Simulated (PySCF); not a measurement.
# Which determinant of TcS lies lowest?

Unrestricted PBE0; Tc def2-TZVPP with ECP28, S def2-TZVPP; scalar-relativistic core potentials (PySCF 2.14). Outer shells of the fragments: Tc 4d5 5s2; S 3s2 3p4.

Followed along the bond (rough minima from three points):

| 2Ms+1 | unpaired | ⟨S²⟩ at the start | R at minimum (Å) | Te (eV) |
| --- | --- | --- | --- | --- |
| 6 | σ ↑, π ↑↑, δ ↑↑ | 8.79 | 2.11 | 0.00 |
| 4 | σ ↑, π ↑↓, δ ↑↑ | 4.78 | 2.12 | 0.95 |
| 4 | π ↑, δ ↑↑ | 4.22 | 2.08 | 0.97 |
| 4 | σ ↑, π ↑, δ ↑ | 4.17 | 2.08 | 1.12 |
| 4 | σ ↑, δ ↑↑ | 4.26 | 2.16 | 1.55 |
| 6 | σ ↑↑, π ↑, δ ↑↑ | 9.32 | 2.27 | 1.57 |

Solutions found at the starting distance of 2.225 Å, counted from the lowest of them; the search is not exhaustive and high or unbound solutions are not listed, so other states can lie among these:

| 2Ms+1 | unpaired | term | E (eV) | ⟨S²⟩ | ⟨Lz²⟩ | μ (D) |
| --- | --- | --- | --- | --- | --- | --- |
| 6 | σ ↑, π ↑↑, δ ↑↑ | ⁶Σ⁺ | 0.00 | 8.79 | 0.00 | -5.22 |
| 4 | σ ↑, π ↑↓, δ ↑↑ | mixed | 0.92 | 4.78 | 2.02 | -4.63 |
| 4 | π ↑, δ ↑↑ | mixed | 1.01 | 4.22 | 2.59 | -4.05 |
| 4 | σ ↑, π ↑, δ ↑ | mixed | 1.16 | 4.17 | 5.03 | -4.32 |
| 6 | σ ↑↑, π ↑, δ ↑↑ | mixed | 1.43 | 9.32 | 1.03 | -0.68 |
| 4 | σ ↑, δ ↑↑ | mixed | 1.43 | 4.26 | 2.02 | -4.19 |

A term symbol is given only where ⟨S²⟩ and ⟨Lz²⟩ are close to those of a pure state; real π, δ and φ orbitals otherwise mix terms. A positive dipole means Tc(−)S(+).

Spin–orbit coupling is left out. With d or f electrons several states lie close, and the lowest PBE0 determinant need not be the measured ground state.
